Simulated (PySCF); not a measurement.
## PySCF run on PI

The script input.py:

```python
from pyscf import gto, dft
from pyscf.geomopt.geometric_solver import optimize

mol = gto.M(
    atom='P 0 0 0; I 0 0 2.375',
    basis='def2-svpd',
    ecp={'I': 'def2-svpd'},
    charge=0,
    spin=2,
    symmetry=True,
    verbose=4,
)
mf = dft.UKS(mol, xc='pbesol')
mf.kernel()
g = mf.nuc_grad_method()
g.grid_response = True
mol_eq = optimize(g.as_scanner(), maxsteps=30)
print('optimised geometry (angstrom)')
print(mol_eq.tostring('raw'))
print('orbital energies (hartree):', [e[max(0, n-3):n+3].round(4) for e, n in zip(mf.mo_energy, mol.nelec)])
```

```bash
$ OMP_NUM_THREADS=1 python input.py
```

Output (some set-up lines and the per-cycle HOMO/LUMO lines with their warnings removed):

```
PySCF version 2.14.0

[INPUT] verbose = 4
[INPUT] num. atoms = 2
[INPUT] num. electrons = 40
[INPUT] charge = 0
[INPUT] spin (= nelec alpha-beta = 2S) = 2
[INPUT] symmetry True subgroup None
[INPUT] Mole.unit = angstrom
[INPUT] Symbol           X                Y                Z      unit          X                Y                Z       unit  Magmom
[INPUT]  1 P      0.000000000000   0.000000000000   0.000000000000 AA    0.000000000000   0.000000000000   0.000000000000 Bohr   0.0
[INPUT]  2 I      0.000000000000   0.000000000000   2.375000000000 AA    0.000000000000   0.000000000000   4.488099545842 Bohr   0.0

nuclear repulsion = 83.5542964610526
point group symmetry = Coov
symmetry origin: [0.         0.         3.49807759]
symmetry axis x: [1. 0. 0.]
symmetry axis y: [0. 1. 0.]
symmetry axis z: [0. 0. 1.]
num. orbitals of irrep A1 = 23
num. orbitals of irrep E1x = 13
num. orbitals of irrep E1y = 13
num. orbitals of irrep E2x = 5
num. orbitals of irrep E2y = 5
number of shells = 23
number of NR pGTOs = 112
number of NR cGTOs = 59
basis = def2-svpd
ecp = {'I': 'def2-svpd'}

******** <class 'pyscf.dft.uks_symm.SymAdaptedUKS'> ********
method = SymAdaptedUKS
initial guess = minao
damping factor = 0
level_shift factor = 0
DIIS = <class 'pyscf.scf.diis.CDIIS'>
diis_start_cycle = 1
diis_space = 8
diis_damp = 0
SCF conv_tol = 1e-09
SCF conv_tol_grad = None
SCF max_cycles = 50
direct_scf = True
direct_scf_tol = 1e-13
number electrons alpha = 21  beta = 19
XC library pyscf.dft.libxc version 7.0.0
    S. Lehtola, C. Steigemann, M. J.T. Oliveira, and M. A.L. Marques.,  SoftwareX 7, 1–5 (2018)
XC functionals = pbesol
    J. P. Perdew, A. Ruzsinszky, G. I. Csonka, O. A. Vydrov, G. E. Scuseria, L. A. Constantin, X. Zhou, and K. Burke.,  Phys. Rev. Lett. 100, 136406 (2008)
    J. P. Perdew, A. Ruzsinszky, G. I. Csonka, O. A. Vydrov, G. E. Scuseria, L. A. Constantin, X. Zhou, and K. Burke.,  Phys. Rev. Lett. 100, 136406 (2008)
radial grids:
    Treutler-Ahlrichs [JCP 102, 346 (1995); DOI:10.1063/1.469408] (M4) radial grids

becke partition: Becke, JCP 88, 2547 (1988); DOI:10.1063/1.454033
pruning grids: <function nwchem_prune>
grids dens level: 3
symmetrized grids: True
atomic radii adjust function: <function treutler_atomic_radii_adjust>
small_rho_cutoff = 0
Freeze 0 electrons in irreps []
    40 free electrons in irreps A1 E1x E1y E2x E2y
Set gradient conv threshold to 3.16228e-05
tot grids = 41144
init E= -606.880259653083

cycle= 1 E= -634.824393056917  delta_E= -27.9  |g|= 2.64  |ddm|= 6.88
cycle= 2 E= -624.713818983856  delta_E= 10.1  |g|= 3.49  |ddm|= 21.3

cycle= 3 E= -635.766474894136  delta_E= -11.1  |g|= 1.21  |ddm|= 20.8
cycle= 4 E= -635.020577623081  delta_E= 0.746  |g|= 1.69  |ddm|= 4.68
cycle= 5 E= -637.758878959977  delta_E= -2.74  |g|= 0.343  |ddm|=  2.1
cycle= 6 E= -637.880117918641  delta_E= -0.121  |g|= 0.0498  |ddm|= 0.582
cycle= 7 E= -637.882156888401  delta_E= -0.00204  |g|= 0.0213  |ddm|= 0.134
cycle= 8 E= -637.882502733791  delta_E= -0.000346  |g|= 0.00352  |ddm|= 0.0411
cycle= 9 E= -637.882511837939  delta_E= -9.1e-06  |g|= 0.00237  |ddm|= 0.00988
cycle= 10 E= -637.882516036598  delta_E= -4.2e-06  |g|= 0.000796  |ddm|= 0.00398
cycle= 11 E= -637.882516537064  delta_E= -5e-07  |g|= 0.000286  |ddm|= 0.000933
cycle= 12 E= -637.882516623277  delta_E= -8.62e-08  |g|= 2.93e-05  |ddm|= 0.000513
cycle= 13 E= -637.882516623886  delta_E= -6.1e-10  |g|= 8.93e-06  |ddm|= 7.19e-05
Extra cycle  E= -637.882516623465  delta_E= 4.22e-10  |g|= 2.38e-05  |ddm|= 4.81e-05
converged SCF energy = -637.882516623465  <S^2> = 2.0044052  2S+1 = 3.0029354
Create scanner for <class 'pyscf.grad.uks.Gradients'>
Create scanner for <class 'pyscf.dft.uks_symm.SymAdaptedUKS'>
input.py

Current date and time:

#|     Arguments passed to driver run_optimizer():      |#
customengine              <pyscf.geomopt.geometric_solver.PySCFEngine object>
logIni                    <dir>
maxiter                   30
----------------------------------------------------------
Custom engine selected.
Bonds will be generated from interatomic distances less than 1.20 times sum of covalent radii
6 internal coordinates being used (instead of 6 Cartesians)
Internal coordinate system (atoms numbered from 1):
Distance 1-2
Translation-X 1-2
Translation-Y 1-2
Translation-Z 1-2
Rotation-A 1-2
Rotation-B 1-2
Rotation-C 1-2
<class 'geometric.internal.Distance'> : 1
<class 'geometric.internal.TranslationX'> : 1
<class 'geometric.internal.TranslationY'> : 1
<class 'geometric.internal.TranslationZ'> : 1
<class 'geometric.internal.RotationA'> : 1
<class 'geometric.internal.RotationB'> : 1
<class 'geometric.internal.RotationC'> : 1
> ===== Optimization Info: ====
> Job type: Energy minimization
> Maximum number of optimization cycles: 30
> Initial / maximum trust radius (Angstrom): 0.100 / 0.300
> Convergence Criteria:
> Will converge when all 5 criteria are reached:
>  |Delta-E| < 1.00e-06
>  RMS-Grad  < 3.00e-04
>  Max-Grad  < 4.50e-04
>  RMS-Disp  < 1.20e-03
>  Max-Disp  < 1.80e-03
> === End Optimization Info ===

Geometry optimization cycle 1
Cartesian coordinates (Angstrom)
 Atom        New coordinates             dX        dY        dZ
   P   0.000000   0.000000   0.000000    0.000000  0.000000  0.000000
   I   0.000000   0.000000   2.375000    0.000000  0.000000  0.000000

WARN: Mole.unit (angstrom) is changed to Bohr

New geometry
   1 P      0.000000000000   0.000000000000   0.000000000000 AA    0.000000000000   0.000000000000   0.000000000000 Bohr
   2 I      0.000000000000   0.000000000000   2.375000000000 AA    0.000000000000   0.000000000000   4.488099545842 Bohr

******** <class 'pyscf.scf.hf.SymAdaptedUKS_Scanner'> ********
method = SymAdaptedUKS_Scanner
initial guess = minao
damping factor = 0
level_shift factor = 0
DIIS = <class 'pyscf.scf.diis.CDIIS'>
diis_start_cycle = 1
diis_space = 8
diis_damp = 0
SCF conv_tol = 1e-09
SCF conv_tol_grad = None
SCF max_cycles = 50
direct_scf = True
direct_scf_tol = 1e-13
number electrons alpha = 21  beta = 19
XC library pyscf.dft.libxc version 7.0.0
    S. Lehtola, C. Steigemann, M. J.T. Oliveira, and M. A.L. Marques.,  SoftwareX 7, 1–5 (2018)
XC functionals = pbesol
    J. P. Perdew, A. Ruzsinszky, G. I. Csonka, O. A. Vydrov, G. E. Scuseria, L. A. Constantin, X. Zhou, and K. Burke.,  Phys. Rev. Lett. 100, 136406 (2008)
    J. P. Perdew, A. Ruzsinszky, G. I. Csonka, O. A. Vydrov, G. E. Scuseria, L. A. Constantin, X. Zhou, and K. Burke.,  Phys. Rev. Lett. 100, 136406 (2008)
radial grids:
    Treutler-Ahlrichs [JCP 102, 346 (1995); DOI:10.1063/1.469408] (M4) radial grids

becke partition: Becke, JCP 88, 2547 (1988); DOI:10.1063/1.454033
pruning grids: <function nwchem_prune>
grids dens level: 3
symmetrized grids: True
atomic radii adjust function: <function treutler_atomic_radii_adjust>
small_rho_cutoff = 0
Freeze 0 electrons in irreps []
    40 free electrons in irreps A1 E1x E1y E2x E2y
Set gradient conv threshold to 3.16228e-05
tot grids = 41144
init E= -637.882516623465
cycle= 1 E= -637.882516620137  delta_E= 3.33e-09  |g|= 6.59e-05  |ddm|= 0.000129
cycle= 2 E= -637.882516594211  delta_E= 2.59e-08  |g|= 0.000184  |ddm|= 0.00036
cycle= 3 E= -637.882516623958  delta_E= -2.97e-08  |g|= 1.16e-06  |ddm|= 0.000265
cycle= 4 E= -637.88251662396  delta_E= -1.82e-12  |g|= 6.23e-07  |ddm|= 1.84e-06
Extra cycle  E= -637.882516623961  delta_E= -6.82e-13  |g|= 6.29e-07  |ddm|= 7.85e-07
converged SCF energy = -637.882516623961  <S^2> = 2.0044053  2S+1 = 3.0029354

******** <class 'pyscf.grad.rhf.Gradients_Scanner'> for <class 'pyscf.scf.hf.SymAdaptedUKS_Scanner'> ********
unit = Eh/Bohr
grid_response = True
--------------- SymAdaptedUKS_Scanner gradients ---------------
         x                y                z
0 P     0.0000000000     0.0000000000     0.0049598578
1 I     0.0000000000     0.0000000000    -0.0049598578
----------------------------------------------
cycle 1: E = -637.882516624  dE = -637.883  norm(grad) = 0.0070143
Step    0 : Gradient = 4.960e-03/4.960e-03 (rms/max) Energy = -637.8825166240
Hessian Eigenvalues: 5.00000e-02 5.00000e-02 5.00000e-02 ... 5.00000e-02 5.00000e-02 1.22335e-01

Geometry optimization cycle 2
Cartesian coordinates (Angstrom)
 Atom        New coordinates             dX        dY        dZ
   P   0.000000   0.000000  -0.010727    0.000000  0.000000 -0.010727
   I   0.000000   0.000000   2.385727    0.000000  0.000000  0.010727
New geometry
   1 P      0.000000000000   0.000000000000  -0.010727313288 AA    0.000000000000   0.000000000000  -0.020271684167 Bohr
   2 I      0.000000000000   0.000000000000   2.385727313287 AA    0.000000000000   0.000000000000   4.508371230008 Bohr

******** <class 'pyscf.scf.hf.SymAdaptedUKS_Scanner'> ********
method = SymAdaptedUKS_Scanner
initial guess = minao
damping factor = 0
level_shift factor = 0
DIIS = <class 'pyscf.scf.diis.CDIIS'>
diis_start_cycle = 1
diis_space = 8
diis_damp = 0
SCF conv_tol = 1e-09
SCF conv_tol_grad = None
SCF max_cycles = 50
direct_scf = True
direct_scf_tol = 1e-13
number electrons alpha = 21  beta = 19
XC library pyscf.dft.libxc version 7.0.0
    S. Lehtola, C. Steigemann, M. J.T. Oliveira, and M. A.L. Marques.,  SoftwareX 7, 1–5 (2018)
XC functionals = pbesol
    J. P. Perdew, A. Ruzsinszky, G. I. Csonka, O. A. Vydrov, G. E. Scuseria, L. A. Constantin, X. Zhou, and K. Burke.,  Phys. Rev. Lett. 100, 136406 (2008)
    J. P. Perdew, A. Ruzsinszky, G. I. Csonka, O. A. Vydrov, G. E. Scuseria, L. A. Constantin, X. Zhou, and K. Burke.,  Phys. Rev. Lett. 100, 136406 (2008)
radial grids:
    Treutler-Ahlrichs [JCP 102, 346 (1995); DOI:10.1063/1.469408] (M4) radial grids

becke partition: Becke, JCP 88, 2547 (1988); DOI:10.1063/1.454033
pruning grids: <function nwchem_prune>
grids dens level: 3
symmetrized grids: True
atomic radii adjust function: <function treutler_atomic_radii_adjust>
small_rho_cutoff = 0
Freeze 0 electrons in irreps []
    40 free electrons in irreps A1 E1x E1y E2x E2y
Set gradient conv threshold to 3.16228e-05
tot grids = 41144
init E= -637.876950600959
cycle= 1 E= -637.882538344005  delta_E= -0.00559  |g|= 0.00851  |ddm|= 0.0246
cycle= 2 E= -637.882302108121  delta_E= 0.000236  |g|= 0.0184  |ddm|= 0.0428
cycle= 3 E= -637.882591270861  delta_E= -0.000289  |g|= 0.00413  |ddm|= 0.0315
cycle= 4 E= -637.882605097191  delta_E= -1.38e-05  |g|= 0.000359  |ddm|= 0.00563
cycle= 5 E= -637.882605221218  delta_E= -1.24e-07  |g|= 4.16e-05  |ddm|= 0.000654
cycle= 6 E= -637.882605222939  delta_E= -1.72e-09  |g|= 1.18e-05  |ddm|= 9.43e-05
cycle= 7 E= -637.882605223057  delta_E= -1.18e-10  |g|= 1.41e-06  |ddm|= 2.85e-05
Extra cycle  E= -637.88260522306  delta_E= -2.96e-12  |g|= 1.18e-06  |ddm|= 4.89e-06
converged SCF energy = -637.88260522306  <S^2> = 2.0045243  2S+1 = 3.0030147

******** <class 'pyscf.grad.rhf.Gradients_Scanner'> for <class 'pyscf.scf.hf.SymAdaptedUKS_Scanner'> ********
unit = Eh/Bohr
grid_response = True
--------------- SymAdaptedUKS_Scanner gradients ---------------
         x                y                z
0 P     0.0000000000     0.0000000000    -0.0005076723
1 I     0.0000000000     0.0000000000     0.0005076723
----------------------------------------------
cycle 2: E = -637.882605223  dE = -8.85991e-05  norm(grad) = 0.000717957
Step    1 : Displace = 1.073e-02/1.073e-02 (rms/max) Trust = 1.000e-01 (=) Grad = 5.077e-04/5.077e-04 (rms/max) E (change) = -637.8826052231 (-8.860e-05) Quality = 0.881
Hessian Eigenvalues: 5.00000e-02 5.00000e-02 5.00000e-02 ... 5.00000e-02 5.00000e-02 1.34856e-01

Geometry optimization cycle 3
Cartesian coordinates (Angstrom)
 Atom        New coordinates             dX        dY        dZ
   P   0.000000   0.000000  -0.009731    0.000000  0.000000  0.000996
   I   0.000000   0.000000   2.384731    0.000000  0.000000 -0.000996
New geometry
   1 P      0.000000000000   0.000000000000  -0.009731258531 AA    0.000000000000   0.000000000000  -0.018389413471 Bohr
   2 I      0.000000000000   0.000000000000   2.384731258530 AA    0.000000000000   0.000000000000   4.506488959310 Bohr

******** <class 'pyscf.scf.hf.SymAdaptedUKS_Scanner'> ********
method = SymAdaptedUKS_Scanner
initial guess = minao
damping factor = 0
level_shift factor = 0
DIIS = <class 'pyscf.scf.diis.CDIIS'>
diis_start_cycle = 1
diis_space = 8
diis_damp = 0
SCF conv_tol = 1e-09
SCF conv_tol_grad = None
SCF max_cycles = 50
direct_scf = True
direct_scf_tol = 1e-13
number electrons alpha = 21  beta = 19
XC library pyscf.dft.libxc version 7.0.0
    S. Lehtola, C. Steigemann, M. J.T. Oliveira, and M. A.L. Marques.,  SoftwareX 7, 1–5 (2018)
XC functionals = pbesol
    J. P. Perdew, A. Ruzsinszky, G. I. Csonka, O. A. Vydrov, G. E. Scuseria, L. A. Constantin, X. Zhou, and K. Burke.,  Phys. Rev. Lett. 100, 136406 (2008)
    J. P. Perdew, A. Ruzsinszky, G. I. Csonka, O. A. Vydrov, G. E. Scuseria, L. A. Constantin, X. Zhou, and K. Burke.,  Phys. Rev. Lett. 100, 136406 (2008)
radial grids:
    Treutler-Ahlrichs [JCP 102, 346 (1995); DOI:10.1063/1.469408] (M4) radial grids

becke partition: Becke, JCP 88, 2547 (1988); DOI:10.1063/1.454033
pruning grids: <function nwchem_prune>
grids dens level: 3
symmetrized grids: True
atomic radii adjust function: <function treutler_atomic_radii_adjust>
small_rho_cutoff = 0
Freeze 0 electrons in irreps []
    40 free electrons in irreps A1 E1x E1y E2x E2y
Set gradient conv threshold to 3.16228e-05
tot grids = 41144
init E= -637.88313253073
cycle= 1 E= -637.882605653944  delta_E= 0.000527  |g|= 0.000782  |ddm|= 0.00225
cycle= 2 E= -637.882603720676  delta_E= 1.93e-06  |g|= 0.00167  |ddm|= 0.00392
cycle= 3 E= -637.882606103399  delta_E= -2.38e-06  |g|= 0.000374  |ddm|= 0.00287
cycle= 4 E= -637.8826062167  delta_E= -1.13e-07  |g|= 3.35e-05  |ddm|= 0.000511
cycle= 5 E= -637.882606217774  delta_E= -1.07e-09  |g|= 3.73e-06  |ddm|= 6.04e-05
cycle= 6 E= -637.882606217787  delta_E= -1.34e-11  |g|= 1.06e-06  |ddm|= 8.39e-06
Extra cycle  E= -637.882606217785  delta_E= 2.73e-12  |g|= 2.12e-06  |ddm|= 4.81e-06
converged SCF energy = -637.882606217785  <S^2> = 2.0045126  2S+1 = 3.0030069

******** <class 'pyscf.grad.rhf.Gradients_Scanner'> for <class 'pyscf.scf.hf.SymAdaptedUKS_Scanner'> ********
unit = Eh/Bohr
grid_response = True
--------------- SymAdaptedUKS_Scanner gradients ---------------
         x                y                z
0 P     0.0000000000     0.0000000000    -0.0000201000
1 I     0.0000000000     0.0000000000     0.0000201000
----------------------------------------------
cycle 3: E = -637.882606218  dE = -9.94725e-07  norm(grad) = 2.84257e-05
Step    2 : Displace = 9.961e-04/9.961e-04 (rms/max) Trust = 1.414e-01 (+) Grad = 2.010e-05/2.010e-05 (rms/max) E (change) = -637.8826062178 (-9.947e-07) Quality = 1.041
Hessian Eigenvalues: 5.00000e-02 5.00000e-02 5.00000e-02 ... 5.00000e-02 5.00000e-02 1.34856e-01
Converged! =D

    #| If this code has benefited your research, please support us by citing: |#
    #| Wang, L.-P.; Song, C.C. (2016) "Geometry optimization made simple with |#
    #| translation and rotation coordinates", J. Chem, Phys. 144, 214108.     |#
    #|                                     |#
optimised geometry (angstrom)
P           0.00000000        0.00000000       -0.00973126
I           0.00000000        0.00000000        2.38473126
orbital energies (hartree): [array([-0.2904, -0.2016, -0.2016, -0.0939,  0.0032,  0.0307]), array([-0.3014, -0.2726, -0.2726, -0.1453, -0.1453, -0.075 ])]
```

In short: E(SCF) = -637.882517 Eh, 13 cycles, ⟨S²⟩ = 2.004, all at the start geometry; optimised bond 2.394 Å with E = -637.882606 Eh after 3 steps.

It ran on Intel Xeon Platinum 8488C (1 thread, shared host) in 17 s, peak memory 0.36 GiB.

The last line lists the levels of the start geometry. No search for the lowest solution was made.
